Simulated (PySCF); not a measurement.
CH5AlF2O2Si, SMILES F[SiH](F)[CH2][Al]([OH])[OH]. Coordinates come from a B3LYP-D3(BJ)/def2-SVP optimisation. The structure was generated by enumeration; whether it is a known compound was not checked. One conformer was computed; it need not be the lowest.

Question: Give the equilibrium geometry at B3LYP-D3(BJ)/def2-SVP (PySCF confirms it by a frequency run) as a Z-matrix. (The exact figures need the calculation; the answer reports its results.)

Answer: One answer among several that fit: 
```
Al
O 1 1.7056
H 2 0.9595 1 128.23
O 1 1.7079 2 125.91 3 20.95
H 4 0.9597 1 127.59 2 -16.90
C 1 1.9916 2 115.97 3 -179.74
H 6 1.1003 1 113.17 2 -141.82
H 6 1.1005 7 110.18 1 -127.15
Si 6 1.8167 7 113.82 8 -128.61
F 9 1.6158 6 116.98 7 133.85
F 9 1.7106 10 103.35 6 -104.05
H 9 1.4753 10 108.35 11 -110.71
```
